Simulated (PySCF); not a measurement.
## Predicted spectroscopic data

Method: J: B3LYP/pcJ-1 (spin–dipole term left out of most H,H and C,H couplings), NMR shieldings at PBE0/pcSseg-1/GIAO, geometry from PBE0-D3(BJ)/def2-SVP, in PySCF (a single conformation, isolated molecule, non-relativistic Hamiltonian, fast rotation and ring inversion assumed for equivalent nuclei).

References, each an isolated molecule treated in the same way: TMS for ¹H and ¹³C. Multiplet labels drop J under 1 Hz and among equivalent protons, and merge close values. Unscaled 3J(H,H) run several per cent high. Vicinal couplings that depend on rotamer populations or ring flexing (ring, CH–CH, X–H and H–F types) are those of the one conformer. One-bond C–F couplings are unscaled and too large by tens of Hz. Shifts are as computed. Against solution values, carbons near 30 ppm lie about +2 ppm off and those near 130 ppm about +5 ppm. Of 1309 compounds with measured shifts, 239 miss one by over three times the rms of a fit or turn the order of signals round; such compounds aren't used in these exercises.

Compound 1 (C$_{7}$H$_{10}$F$_{2}$O$_{2}$). ¹H NMR (600 MHz, computed): δ 6.44 (ddd, J = 63.7, 61.2, 1.2 Hz, 1H), 4.40 (ddd, J = 12.9, 7.9, 1.4 Hz, 1H), 4.08 (ddd, J = 12.7, 8.0, 1.4 Hz, 1H), 3.60 (td, J = 12.6, 1.1 Hz, 1H), 3.04 (t, J = 12.4 Hz, 1H), 2.44 (m, 1H), 2.16 (d of quint of d, J = 12.2, 7.7, 1.4 Hz, 1H), 0.93 (d, J = 7.6 Hz, 3H). ¹³C{¹H} NMR (computed): δ 210.9 (d, J = 9.8 Hz), 117.3 (dd, J = 302.6, 294.8 Hz), 75.8, 67.2 (dd, J = 8.3, 2.5 Hz), 54.6 (t, J = 21.1 Hz), 47.1, 10.3. Structure: `C[C@@H]1COC[C@H](C(F)F)C1=O`.

Compound 2 (C$_{5}$H$_{7}$F$_{3}$O). ¹H NMR (600 MHz, computed): δ 6.03 (dd, J = 94.0, 74.6 Hz, 1H), 4.18 (m, 1H), 3.43 (m, 1H), 1.22 (m, 3H), 1.18 (m, 1H). ¹³C{¹H} NMR (computed): δ 122.4 (CH, dd, J = 328.7, 312.4 Hz), 76.0 (CH, d, J = 298.3 Hz), 57.1 (CH, td, J = 7.6, 2.2 Hz), 20.7 (CH, d, J = 8.1 Hz), 10.1 (CH3). Structure: SMILES [C@@H]1(F)[C@@H](C)[C@H]1OC(F)F.
